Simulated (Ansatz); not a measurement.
Relaxation of the cluster Cu4S3 with RKS r2SCAN-D4/def2-SVP.

```sh
$ ansatz run in.yaml --threads 4 --pin off --events-out ev --progress --plain --max-ram 4787MiB
```

```yaml
crystal:
  periodic: [false, false, false]
  atoms:
    - {symbol: Cu, position_ang: [1.695070, 0.032890, 0.434460]}
    - {symbol: Cu, position_ang: [0.340250, 1.867800, -0.566140]}
    - {symbol: Cu, position_ang: [-1.304010, 0.414950, 0.840510]}
    - {symbol: Cu, position_ang: [-0.136610, -0.492910, -1.364000]}
    - {symbol: S, position_ang: [-1.619510, 1.158660, -1.238380]}
    - {symbol: S, position_ang: [0.803340, -2.016170, 0.037320]}
    - {symbol: S, position_ang: [0.221470, -0.965220, 1.856230]}
basis:
  gaussian: {orbitals: def2-SVP}
hamiltonian: {xc: r2scan, dispersion: d4}
scf: {lower_state_search: "off"}
output: {orbitals: {seedname: orbitals}}
relax: {f_tol: 0.02, max_steps: 100}
```

Run time 41 s (4 threads of Arm Neoverse V2 on a shared host).

Positions (Å) and forces (eV/Å) at steps 1, 2, 3, 4, 5, 6 of 6:

```xyz
7
step=1 energy=-211036.5295 eV
Cu    1.695    0.033    0.434   -0.710    0.118   -0.307
Cu    0.340    1.868   -0.566   -0.241   -0.315    0.140
Cu   -1.304    0.415    0.841    1.144   -0.285   -0.477
Cu   -0.137   -0.493   -1.364    0.064    0.111    0.979
S    -1.620    1.159   -1.238    0.036    0.176   -0.109
S     0.803   -2.016    0.037    0.340   -0.464   -1.108
S     0.221   -0.965    1.856   -0.632    0.659    0.881
7
step=2 energy=-211036.8368 eV
Cu    1.601    0.049    0.429   -0.583    0.074   -0.129
Cu    0.320    1.896   -0.578   -0.123   -0.110    0.070
Cu   -1.182    0.401    0.790    0.852   -0.179   -0.165
Cu   -0.148   -0.486   -1.302    0.050   -0.057    0.526
S    -1.622    1.180   -1.261    0.019    0.090   -0.074
S     0.817   -2.045    0.021    0.232   -0.241   -0.733
S     0.213   -0.995    1.902   -0.447    0.424    0.505
7
step=3 energy=-211037.0355 eV
Cu    1.458    0.091    0.495   -0.268   -0.044   -0.003
Cu    0.331    1.919   -0.706    0.098    0.010    0.030
Cu   -1.004    0.484    0.830    0.055    0.025   -0.286
Cu   -0.200   -0.541   -1.219    0.050    0.044    0.034
S    -1.622    1.188   -1.233   -0.039   -0.047    0.038
S     0.958   -2.050   -0.062   -0.036    0.063   -0.160
S     0.079   -1.091    1.894    0.140   -0.051    0.347
7
step=4 energy=-211037.0628 eV
Cu    1.407    0.084    0.501   -0.018   -0.042    0.040
Cu    0.350    1.930   -0.707   -0.040   -0.038   -0.022
Cu   -1.003    0.445    0.799    0.025   -0.046    0.070
Cu   -0.190   -0.529   -1.251    0.059   -0.031    0.021
S    -1.615    1.185   -1.224   -0.041    0.097   -0.054
S     0.932   -2.044   -0.083   -0.004    0.014   -0.005
S     0.117   -1.071    1.965    0.018    0.046   -0.049
7
step=5 energy=-211037.0646 eV
Cu    1.407    0.080    0.520    0.041    0.008   -0.006
Cu    0.353    1.906   -0.723   -0.020    0.017   -0.024
Cu   -1.006    0.440    0.803   -0.029    0.024   -0.033
Cu   -0.184   -0.520   -1.247   -0.020    0.017   -0.017
S    -1.628    1.200   -1.225    0.041   -0.026    0.041
S     0.937   -2.038   -0.091    0.012   -0.019   -0.025
S     0.121   -1.067    1.963   -0.025   -0.022    0.065
7
step=6 energy=-211037.0652 eV
Cu    1.407    0.078    0.524    0.002   -0.007    0.005
Cu    0.355    1.906   -0.734    0.000   -0.002   -0.004
Cu   -1.007    0.441    0.804   -0.005   -0.002   -0.002
Cu   -0.183   -0.518   -1.249   -0.001    0.002    0.002
S    -1.628    1.198   -1.217   -0.004    0.008   -0.003
S     0.941   -2.036   -0.098    0.001    0.005    0.009
S     0.114   -1.068    1.969    0.008   -0.004   -0.007
```

The restricted singlet is unstable towards broken spin symmetry in Hartree–Fock (as tested in another run); at r2SCAN-D4/def2-SVP this wasn't settled. Another isomer (singlet) lies 0.03 eV lower at PBE0-D4/def2-TZVP; other spin states weren't run for this one.
